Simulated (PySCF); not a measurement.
Cartesian coordinates in Å; atom numbers follow the order of the lines, from 1:
```xyz
14

C    -1.9447   -0.0561   -0.2106
B    -1.1408    1.2076    0.2751
O     0.0442    1.1301    0.9230
C     0.7156   -0.0770    1.2211
Si    2.0504   -0.4566   -0.0805
H    -2.8554    0.2133   -0.7624
H    -2.2480   -0.6795    0.6499
H    -1.3310   -0.7049   -0.8591
H    -1.5318    2.3439    0.1108
H     1.2019    0.0397    2.2041
H     0.0178   -0.9282    1.3099
H     3.0306    0.6663   -0.1451
H     1.4129   -0.6297   -1.4205
H     2.7577   -1.7179    0.3001
```

Geometry: PBE0-D3(BJ)/def2-SVP; GIAO shifts from PySCF 2.14.0 with density-fitted response routines, gas phase, non-relativistic, averaged over equivalent atoms.

At wB97X-D/pcSseg-1 (137 basis functions, 15 s wall time on 1 thread of an Arm Neoverse V2, shared host):
```tsv
atoms	δ (ppm)
C4	52.6
C1	2.6
B2	49.6
O3	176.9
Si5	-65.6
H9	5.25
H10/H11	3.89
H12/H13/H14	3.88
H6/H7/H8	0.43
```

Shifts are taken against calculated references (same method and geometry level): ¹³C (184.54 ppm) and ²⁹Si (352.93 ppm) and ¹H (31.38 ppm) against TMS; ¹¹B (101.61 ppm) against BF3·OEt2; H2O for ¹⁷O (333.19 ppm).

**Question.** Predict the values at mPW1PW91/pcSseg-1 on the same geometry.

**Answer.** 
| atoms | δ at mPW1PW91/pcSseg-1 | change |
| --- | --- | --- |
| C4 | 53.2 | +0.6 |
| C1 | 2.7 | +0.1 |
| B2 | 50.6 | +1.0 |
| O3 | 189.3 | +12.4 |
| Si5 | -66.0 | -0.4 |
| H9 | 5.34 | +0.09 |
| H10/H11 | 3.96 | +0.07 |
| H12/H13/H14 | 3.88 | +0.00 |
| H6/H7/H8 | 0.44 | +0.01 |

Scale: TMS for ¹³C (183.54 ppm) and ²⁹Si (350.83 ppm) and ¹H (31.32 ppm); BF3·OEt2 for ¹¹B (100.80 ppm); ¹⁷O (333.30 ppm) vs H2O (reference shieldings calculated alike).

The largest change is at O3 (oxygen bonded to C, B). Cost: 137 basis functions, 13 s wall time on 1 thread of an Arm Neoverse V2, shared host.

A carbon bonded to boron is broadened by the quadrupolar boron nucleus and is often missing from a measured spectrum. Experimental scales use liquid or dissolved standards, which lie at an offset from isolated H2O (liquid H2O: subtract about 36 ppm).
